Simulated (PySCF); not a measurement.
GaCl2(tBu), C4H9Cl2Ga.
Geometry (PBE0-D3(BJ)/def2-SVP, Å), atoms numbered from 1 in this order:
```xyz
16
C4H9Cl2Ga angstrom
Ga     0.9384    1.6448   -0.0415
Cl     3.0579    1.8879    0.2211
Cl    -0.1401    3.4830   -0.3376
C     -0.0202   -0.0860   -0.0009
C     -0.8031   -0.1287    1.3139
C      0.9781   -1.2368   -0.0774
C     -0.9817   -0.1087   -1.1895
H     -1.3957   -1.0607    1.3652
H     -0.1406   -0.1167    2.1946
H     -1.5081    0.7131    1.4049
H      1.6929   -1.2233    0.7597
H      1.5613   -1.2184   -1.0112
H      0.4409   -2.2021   -0.0422
H     -0.4501   -0.0885   -2.1544
H     -1.6802    0.7424   -1.1718
H     -1.5840   -1.0352   -1.1665
```

Theory: PySCF 2.14.0, PBE0-D3(BJ)/def2-SVP geometry optimisation, gas phase.

(1) Which atoms are bound to Ga1, and at what distances?

(2) List the angles at Ga1.

(3) What is the shape at Ga1?

(4) What are the other bond lengths?

(5) Give some angles away from the centre.

(6) What are the rotational constants (commonest isotopes, rigid rotor)?

Results:

(1) 3 atoms: C4 1.979 Å, Cl2 2.150 Å, Cl3 2.152 Å. The nearest atom not counted as bound is C5, at 2.83 Å.

(2) 
```json
{"angle": "Cl2–Ga1–C4", "degrees": "125.0", "distance of the outer atoms (Å)": "3.66"}
{"angle": "Cl3–Ga1–C4", "degrees": "120.5", "distance of the outer atoms (Å)": "3.59"}
{"angle": "Cl2–Ga1–Cl3", "degrees": "114.5", "distance of the outer atoms (Å)": "3.62"}
```

(3) Planar: angles 125.0°, 120.5° and 114.5°, sum 360.0°, 0.01 Å off the plane of its three neighbours.

(4) C4–C5, C4–C6, C4–C7 1.528 Å; C5–H8 and 8 like bonds 1.103 Å.

(5) Ga1–C4–C5 106.8°, Ga1–C4–C6 110.0°, C5–C4–C6 110.9°, C5–C4–C7 110.2°.

(6) A = 1487, B = 1088, C = 728.8 MHz: an asymmetric top.

Point group: C1 (no symmetry element, even within 0.4 Å). Charge 0, singlet. Not checked by PBE0-D3(BJ)/def2-SVP frequencies.
